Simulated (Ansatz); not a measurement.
Born–Oppenheimer molecular dynamics of CH6Ge (8 atoms, charge 0, multiplicity 1). It starts at the highest image of a converged band. Of that band: The profile has 2 maxima (images 1, 4) with wells between them (image 3): this band takes more than one step, which may be the mechanism or a detour left from its start path. Neighbouring images differ by up to 2.6 eV, so the band resolves the path poorly. A vibrational analysis at the climbing image gives one clearly imaginary mode, 1052i cm⁻¹: a first-order saddle point.

Method: RKS PBE0-D4/def2-SVP in Ansatz 0.2.0.

```json
{"ensemble": "NVE (velocity Verlet)", "time step": "0.5 fs", "steps asked": "200", "starting velocities drawn for": "300 K", "seed": "2943"}
```

First frame:

```xyz
8
Properties=species:S:1:pos:R:3
Ge -0.276 0.619 1.347
H -0.337 -0.321 -1.019
C 0.614 -0.246 -0.196
H 0.134 -0.728 -1.711
H -1.529 -0.299 1.568
H -0.937 1.880 0.688
H 0.943 -1.274 -0.007
H 1.387 0.369 -0.671
```

(1) What does the run give?

(2) What happens to the structure?

(3) How do temperature and energy run in time?

## Answers

(1) All steps were run.

```yaml
steps_done: 200
time_covered: 100 fs
mean_temperature_over_the_second_half: 1614 K
spread_of_the_potential_energy_over_the_second_half: 19.3 meV per atom
mean_potential_energy_of_the_second_half_above_the_start: -127.4 meV per atom
```

The conserved energy stayed within 0.11 meV per atom of its start (net change -0.028 meV per atom), so the integration is sound. The kinetic energy rose, since the run started high on the potential surface and went downhill. It ends in pieces (CH4Ge + H2), so much of that is their flight and rotation, not heat. A run of 0.1 ps of so small a system gives no equilibrium averages. The orbitals stay closed-shell, which can raise the energy where a bond breaks towards radicals; this wasn't checked here.

(2) Between its relaxed ends the band would form Ge1–C3, H2–H4 and break H2–C3, C3–H4. These pairs go: Ge1–C3 1.98 → 1.85 Å, H2–H4 0.93 → 0.76 Å, H2–C3 1.26 → 9.32 Å, C3–H4 1.66 → 8.74 Å. In the last frame they stand as after the step (other bonds may differ from the relaxed reactants and products). It ends as CH4Ge + H2. Pairs count as bonded within 1.25 times the sum of covalent radii (0.12 Å more for H–H). This is one draw of velocities; another would differ in detail.

(3) 
| time (fs) | T (K) | potential energy less start (eV) | conserved less start (meV/atom) |
| --- | --- | --- | --- |
| 0 | 300 | 0.000 | 0.00 |
| 3 | 225 | 0.059 | 0.06 |
| 6 | 161 | 0.108 | 0.04 |
| 9 | 103 | 0.154 | 0.05 |
| 12 | 81 | 0.170 | 0.07 |
| 15 | 150 | 0.117 | 0.04 |
| 18 | 243 | 0.045 | 0.07 |
| 21 | 454 | -0.119 | 0.06 |
| 24 | 789 | -0.379 | 0.05 |
| 27 | 1191 | -0.691 | 0.01 |
| 30 | 1571 | -0.985 | 0.03 |
| 33 | 1890 | -1.233 | 0.01 |
| 36 | 2020 | -1.334 | 0.00 |
| 39 | 1989 | -1.310 | 0.01 |
| 42 | 1862 | -1.211 | 0.01 |
| 45 | 1706 | -1.090 | 0.07 |
| 48 | 1646 | -1.044 | 0.02 |
| 51 | 1576 | -0.989 | 0.05 |
| 54 | 1592 | -1.002 | 0.01 |
| 57 | 1566 | -0.982 | 0.01 |
| 60 | 1441 | -0.884 | 0.07 |
| 63 | 1402 | -0.855 | 0.01 |
| 66 | 1336 | -0.803 | 0.06 |
| 69 | 1402 | -0.854 | 0.04 |
| 72 | 1581 | -0.993 | 0.05 |
| 75 | 1798 | -1.161 | 0.04 |
| 78 | 1979 | -1.303 | -0.04 |
| 81 | 1888 | -1.232 | -0.02 |
| 84 | 1612 | -1.017 | 0.01 |
| 87 | 1379 | -0.836 | 0.10 |
| 90 | 1445 | -0.888 | 0.06 |
| 93 | 1713 | -1.096 | 0.00 |
| 96 | 1896 | -1.238 | -0.03 |
| 99 | 1851 | -1.203 | -0.02 |

Time of the run: 3.3 min on 2 threads of Arm Neoverse V2 (shared host), peak memory 0.17 GiB.
